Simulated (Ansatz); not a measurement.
Reaction (substitution at a C–C bond): `C[CH](C)[Cd][NH2]` + `[SiH]S` → `CS[SiH]` + `C[CH2][Cd][NH2]`

Computed with Ansatz on PBE0-D4/def2-TZVP structures; ΔE is electronic, products minus reactants. CCSD(T)/CBS adds triple-zeta CCSD(T) − MP2 to the extrapolated MP2 energy (def2 sets, frozen cores). This one scheme is used for every species. DFT in def2-TZVPP. def2 core potentials past Kr. For Cd outer-core shells are correlated without core-valence functions, which leaves a few kJ/mol of doubt a bond. Each species was taken in one conformer, which may not be the lowest.

`C[CH](C)[Cd][NH2]`:

```xyz
14

C     1.121   -1.354    0.406
C    -0.022   -0.687   -0.349
C    -1.373   -1.153    0.177
Cd    0.148    1.431   -0.336
N     0.303    3.441   -0.158
H     1.032   -2.448    0.357
H     2.102   -1.091    0.002
H     1.121   -1.086    1.467
H     0.052   -0.971   -1.405
H    -1.522   -0.873    1.224
H    -2.210   -0.743   -0.394
H    -1.451   -2.248    0.129
H     1.158    3.827   -0.540
H    -0.459    3.956   -0.581
```

`[SiH]S`:

```xyz
4

Si    0.900    0.602    0.232
S    -0.820   -0.511   -0.294
H     0.859   -0.028    1.620
H    -0.939   -0.062   -1.558
```

`CS[SiH]`:

Cartesian coordinates in Å:
```
C 0.182 0.114 -1.085
S 0.629 -0.521 0.553
Si -0.894 0.191 1.801
H 0.048 -0.727 -1.765
H -0.740 0.693 -1.033
H 0.991 0.744 -1.453
H -0.217 -0.494 2.983
```

`C[CH2][Cd][NH2]`:

Cartesian coordinates in Å:
```
C -0.927 -1.448 -0.860
C -0.433 -0.022 -1.082
Cd 0.604 0.825 0.550
N 1.719 1.536 2.078
H -1.624 -1.515 -0.021
H -1.452 -1.832 -1.742
H -0.106 -2.139 -0.652
H -1.270 0.641 -1.315
H 0.239 0.019 -1.944
H 1.955 2.518 1.997
H 1.296 1.418 2.991
```

Question: Is it downhill or uphill in electronic energy at CCSD(T)/CBS, and by how much? (Estimate.)

Answer: Ansatz gave: Nearly level: ΔE = -0.2 kcal/mol.

Question: What do these levels give: PBE0-D4, r2SCAN0-D4, B2PLYP, PBE-QIDH, CAM-B3LYP, LC-ωPBE, MP2/def2-SVP, CCSD/def2-SVP, CCSD(T)/def2-SVP, SCS-MP2/def2-TZVPP, CCSD/def2-TZVPP, CCSD(T)/def2-TZVPP? (Estimate.)

Answer: The calculation gave: PBE0-D4 -1.0, r2SCAN0-D4 -0.7, B2PLYP -0.7, PBE-QIDH -0.5, CAM-B3LYP -0.7, LC-ωPBE -0.9, MP2/def2-SVP 3.3, CCSD/def2-SVP 3.7, CCSD(T)/def2-SVP 3.6, SCS-MP2/def2-TZVPP 0.4, CCSD/def2-TZVPP 0.9, CCSD(T)/def2-TZVPP 0.7 kcal/mol.

Largest T1 diagnostic among the species: 0.016.

Leaving LDA and LC-ωPBE aside and taking each functional with its dispersion term where it has one, the values, not all of them listed here, spread over 1.0 kcal/mol, from PBE-D4 to ωB97M-V. LDA lies +1.3 kcal/mol from PBE without D4. From BLYP to BHLYP (50 % exact exchange), in def2-TZVPP and without D4, ΔE moves by +1.0 kcal/mol.
